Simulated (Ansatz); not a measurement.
A nudged elastic band was laid between two geometries of CH₉GeNOSi (14 atoms, charge 0, multiplicity 1).

Theory: Ansatz, RKS BLYP-D4/def2-SVP.

* movable images: 4
* climbing image: no
* spring: 5.0 eV/Å²
* optimiser: quadratic models (default)
* start path: through a guess of the saddle point
* force threshold: 0.05 eV/Å
* iteration limit: 60
* end points: relaxed

Image 0:

```xyz
14
Properties=species:S:1:pos:R:3
C -1.634 1.678 0.498
N -0.647 0.600 0.584
Si 0.187 -0.127 -0.760
O -0.691 -1.187 -1.751
Ge 2.062 -1.281 0.218
H -1.522 2.400 1.336
H -1.483 2.244 -0.444
H -2.690 1.321 0.499
H -0.662 0.100 1.477
H 0.557 0.968 -1.708
H -0.965 -2.021 -1.327
H 1.558 -2.250 1.336
H 3.088 -0.317 0.884
H 2.832 -2.157 -0.813
```

Image 5:

```xyz
14
Properties=species:S:1:pos:R:3
C -1.582 1.656 0.510
N -0.739 0.464 0.588
Si 0.170 -0.280 -0.697
O -0.554 -1.597 -1.481
Ge 2.139 -1.245 0.267
H -1.386 2.360 1.349
H -1.366 2.204 -0.429
H -2.675 1.429 0.514
H -0.852 -0.062 1.459
H 0.428 0.839 -1.671
H -1.387 -1.400 -1.951
H 1.755 -2.068 1.534
H 3.126 -0.133 0.732
H 2.911 -2.194 -0.694
```

Task: Which bonds break or form, and what moves?

Result: No bond is made or broken. The dihedral N2–Si3–O4–H11 goes from -67 to 63°.

Task: What energy profile does the band end with?

Result: The run converged. The highest image is number 3 of 0 to 5, 0.052 eV above the first end and 0.038 eV above the last; the last end lies 0.014 eV above the first. No image climbed, so the highest image needn't sit at the top of the path.

```csv
image,path coordinate (Å),energy (eV),dihedral N2–Si3–O4–H11 (°)
0,0.00,0.000,-67
1,0.34,0.009,-52
2,0.68,0.042,-24
3,1.01,0.052,12
4,1.35,0.024,43
5,1.69,0.014,63
```

Task: What is the geometry of the highest image?

Result: 
```xyz
14
Properties=species:S:1:pos:R:3
C -1.607 1.639 0.490
N -0.734 0.465 0.544
Si 0.220 -0.204 -0.748
O -0.531 -1.431 -1.646
Ge 2.144 -1.252 0.234
H -1.405 2.346 1.325
H -1.431 2.193 -0.454
H -2.692 1.385 0.524
H -0.787 -0.047 1.429
H 0.548 0.943 -1.661
H -1.487 -1.537 -1.490
H 1.680 -2.169 1.409
H 3.136 -0.211 0.832
H 2.933 -2.148 -0.763
```

The run took 3.1 min on 2 threads of Arm Neoverse V1, with other jobs on the host, peak memory 0.19 GiB.
